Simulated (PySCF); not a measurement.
Al(Cl)2(SMe) (CH3AlCl2S), SMILES C[S][Al]([Cl])[Cl]. Atoms are numbered in the order given.

```xyz
8

Al     0.0130     0.3860     0.0000
Cl     0.9235     2.2711     0.0000
Cl    -2.0852     0.2461     0.0000
S      1.2542    -1.3820     0.0000
C      0.0228    -2.7609     0.0000
H     -1.0100    -2.3908     0.0000
H      0.1926    -3.3715    -0.8966
H      0.1926    -3.3715     0.8966
```

Geometry: B3LYP-D3(BJ)/def2-SVP. Other conformers were not sampled.

The numbers are results of PBE/pcSseg-1 run with PySCF, not measurements.

GIAO shieldings, no solvent; atoms listed in one row are averaged. δ = σ(ref) − σ: ³⁵Cl against HCl (σ = 936.5 ppm); ³³S against H2S (σ = 706.5 ppm); ¹³C against TMS (σ = 182.0 ppm); ¹H against TMS (σ = 31.49 ppm), references at their B3LYP-D3(BJ)/def2-TZVP geometries, non-relativistic (without spin–orbit terms, shifts of atoms bonded to Cl or Br come out too high).

### Question
Estimate the chemical shifts. (An estimate is asked for; the answer gives what the named calculation found.)

### Answer

| nucleus | atoms | count | δ (ppm) |
|---|---|---|---|
| ³⁵Cl | Cl2 | 1 | 51.7 |
| ³⁵Cl | Cl3 | 1 | 35.9 |
| ³³S | S4 | 1 | 98.2 |
| ¹³C | C5 | 1 | 17.6 |
| ¹H | H6, H7, H8 | 3 | 2.55 |
